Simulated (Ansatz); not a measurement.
## Reading a saddle point

A first-order saddle point of BHSF2, singlet, PBE0-D4/def2-TZVP, with one imaginary mode of 514i cm⁻¹:

B1  (0.002, 0.240, -0.507)
F2  (-0.138, 0.372, 1.174)
S3  (0.256, -1.409, -0.715)
H4  (0.018, -0.636, 1.026)
F5  (-0.138, 1.433, -0.977)
(Å)

Ansatz 0.2.0; basis: def2-TZVPP and def2-QZVPP; cores frozen in the correlated methods. Extrapolation: Hartree–Fock as exp(−7.88 √X), correlation as X^−2.97.

Question: Which contacts change along the imaginary mode, and what lies on either side? (Judge from chemistry; the calculation decides.)

Answer: The calculation gives: The step is BHSF₂ ([F][B]([F])[SH]) → BSF + HF, with the molecules in contact on both sides. Shortening one way: F2–H4; lengthening the same way: B1–F2, S3–H4.
```csv
pair,one side (Å),saddle (Å),other side (Å)
F2–H4,2.63,1.03,0.93
B1–F2,1.32,1.69,3.01
S3–H4,1.34,1.92,2.37
```

Question: Which side is lower, and how far does the saddle lie above each? (Judge from chemistry; the value comes from the calculation.)

Answer: By the calculation: The side with B1–F2, S3–H4 short is lower by 195.6 kJ/mol; the saddle lies 244.3 kJ/mol above it and 48.7 kJ/mol above the other (CCSD(T) at an estimated basis limit (MP2 extrapolated from triple and quadruple zeta, plus CCSD(T) − MP2 in triple zeta); electronic energies).

No T1 diagnostic of these runs exceeds 0.016.

Labels in which every atom is bracketed show which atoms are joined, not bond orders.

For scale, one of the runs: CCSD(T)/def2-TZVPP, 149 basis functions, launched by `ansatz run in.yaml --threads 2 --pin off --events-out ev --progress --plain --max-ram 4352MiB`. The run took 7.5 s on 2 CPU threads of an Intel Xeon 6975P-C (shared host), with 1.1 GiB of host memory at its peak.
